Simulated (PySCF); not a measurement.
Fractional electron number in Fe (iron, neutral)

The 4s beta orbital of [Ar] 3d6 4s2 is emptied in steps (occupation f), with all orbitals relaxed, ending at [Ar] 3d6 4s1. Computed with PySCF 2.14 in x2c-TZVPall, with scalar relativity by spin-free X2C-1e. The exact energy is a straight line in f; departures are measured from the line between the end points of the same method.

```json
{"f": "1", "PBE0 (eV)": "0.000"}
{"f": "0.9", "PBE0 (eV)": "-0.195"}
{"f": "0.7", "PBE0 (eV)": "-0.456"}
{"f": "0.5", "PBE0 (eV)": "-0.543"}
{"f": "0.3", "PBE0 (eV)": "-0.457"}
{"f": "0.1", "PBE0 (eV)": "-0.194"}
{"f": "0", "PBE0 (eV)": "0.000"}
```

| method | E(f=0) − E(f=1) (eV) | −ε at f=1 (eV) | −ε at f=0.5 (eV) |
| --- | --- | --- | --- |
| PBE0 | 7.660 | 5.500 | 7.653 |

Orbital energy along the path (eV):

| f | PBE0 |
| --- | --- |
| 1 | -5.500 |
| 0.9 | -5.927 |
| 0.7 | -6.756 |
| 0.5 | -7.653 |
| 0.3 | -8.530 |
| 0.1 | -9.423 |
| 0 | -9.625 |

Reference removal energy between the ground levels: 7.902 eV (measured; NIST Atomic Spectra Database, ionization energies). The calculation has no spin-orbit coupling.
